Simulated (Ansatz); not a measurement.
Reaction (substitution at a C–C bond): `[SiH3]CCBr` + H₂Se → `[SiH3]C[SeH]` + `CBr`

Isolated molecules relaxed with PBE0-D4/def2-TZVP in Ansatz; ΔE leaves out vibrations. CBS: MP2 limit from def2 TZ/QZ plus the TZ coupled-cluster correction, frozen cores. For Br, Se outer-core shells are correlated without core-valence functions, which leaves a few kJ/mol of doubt a bond. Scalar relativity is left out up to krypton. Each species was taken in one conformer, which may not be the lowest.

`[SiH3]CCBr`:

Cartesian coordinates in Å:
```
Si -1.360 0.493 -0.542
C 0.501 0.344 -0.272
C 0.847 -0.734 0.721
Br 2.778 -0.894 1.004
H -2.040 0.819 0.740
H -1.636 1.570 -1.528
H -1.909 -0.791 -1.054
H 0.974 0.140 -1.237
H 0.880 1.312 0.067
H 0.435 -0.538 1.709
H 0.530 -1.722 0.392
```

H₂Se:

Z-matrix (Å, degrees):
```
Se
H 1 1.467
H 1 1.467 2 91.2
```

`[SiH3]C[SeH]`:

```xyz
9

Si   -0.705    0.829    0.025
C     0.674   -0.331    0.541
Se    1.343   -1.360   -0.983
H    -0.195    1.806   -0.970
H    -1.239    1.562    1.207
H    -1.808    0.038   -0.582
H     1.535    0.242    0.890
H     0.377   -1.011    1.339
H     0.018   -1.774   -1.466
```

`CBr`:

Z-matrix (Å, degrees):
```
C
Br 1 1.933
H 1 1.086 2 108.0
H 1 1.086 2 108.0 3 -120.0
H 1 1.086 2 108.0 3 120.0
```

```csv
species,CCSD/def2-SVP energy (Eh)
`[SiH3]CCBr`,-2941.36669
H₂Se,-2400.96539
`[SiH3]C[SeH]`,-2730.23980
`CBr`,-2612.08337
```

Problem. Work out ΔE.

Solution. ΔE = (-2730.23980) + (-2612.08337) − (-2941.36669) − (-2400.96539) = 0.00891 Eh = +0.24 eV. CCSD(T)/CBS gives +0.07 eV.

Largest T1 diagnostic among the species: 0.010.

Leaving LDA and LC-ωPBE aside and taking each functional with its dispersion term where it has one, the values, not all of them listed here, spread over 0.05 eV, from BLYP-D4 to CAM-B3LYP-D4. LDA lies +0.10 eV from PBE without D4. At CCSD(T), def2-SVP lies +0.17 eV from the extrapolated value and def2-TZVPP −0.00 eV.
